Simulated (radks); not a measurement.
Task: The lithium ion Li2+, 1s1. All-electron calculation, non-relativistic Kohn-Sham, exchange-only LDA, spin-polarised, spherical densities, point nucleus. Program: a radial shooting solver on a logarithmic mesh with Libxc functionals. Every spin shell is full or empty, so the densities are truly spherical. Functionals are evaluated on that one density, not self-consistently. Rank these orbital-free kinetic functionals by their error against the exact value of the orbitals, and give that value: Thomas-Fermi, von Weizsacker, TF + vW, TF + vW/9, TF + vW/5, LC94, APBEK, revAPBEK, Perdew 92, Thakkar, LKT, PG1, DePristo-Kress, Ernzerhof.

Result: Exact: 4.36812 hartree. From best to worst, with 100 (|E| - |E exact|)/|E exact| (equal figures are ties): von Weizsacker 0.00, APBEK +1.98, LC94 +2.13, Thakkar +2.33, TF + vW/9 +2.62, Perdew 92 +2.64, DePristo-Kress +2.77, revAPBEK +2.87, Ernzerhof +6.50, Thomas-Fermi -8.49, TF + vW/5 +11.51, PG1 +55.06, LKT +62.41, TF + vW +91.51.
